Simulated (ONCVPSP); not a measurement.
potassium (K): variants of one ONCV potential

Base potential:

| Quantity | Value |
| --- | --- |
| Element | potassium |
| Generator | ONCVPSP 4.0.1 |
| Type | optimised norm-conserving Vanderbilt (ONCV) |
| Functional | PBE |
| Relativity | scalar-relativistic |
| Frozen core | [Ne] |
| Valence charge | 9 |
| Reference configuration | 3s2 3p6 4s1 |
| Partial waves | 3s+4s: rc 2.30 bohr, ncon 4, nbas 9, qcut 5.3 1/bohr, 2 projectors; 3p: rc 1.40 bohr, ncon 3, nbas 6, qcut 5.1 1/bohr, 2 projectors, debl 3.9 Ha; d scattering state at 0.03 Ha: rc 1.40 bohr, ncon 4, nbas 7, qcut 6.4 1/bohr, local |
| Local potential | the d channel |
| Core correction | none |

Cutoffs, loose and tight: the cutoffs (Ha) at which the residual kinetic energy of the hardest occupied pseudo-wave falls to 1 and 0.1 mHa per electron. They do not see the model core or the augmentation charge, which bear on the density cutoff. Test errors are all-electron minus pseudo excitation energies from the reference, over the configurations 3s2 3p6 4s0; 3s2 3p6 4s0.5; 3s2 3p6 4s0 4p1; 3s2 3p5 4s1. A dash means not determined; rows that change the core or the reference have their own tests.

A true bound ghost makes a file unfit for plane-wave use even where its test errors are small: the radial tests pick states by their node count and pass the ghost by.

| change | outcome | cutoff, loose | cutoff, tight | bound ghosts | GHOST(+) flags above zero | largest test error (meV) |
| --- | --- | --- | --- | --- | --- | --- |
| base | generated | 11 Ha | 15 Ha | p | s | +14 |
| functional PBEsol | generated | 11 Ha | 15 Ha | p | s | +15 |
| s: rc 2.88 | generated | 11 Ha | 15 Ha | p | s | +20 |
| non-relativistic | generated | 11 Ha | 15 Ha | p | s | +18 |
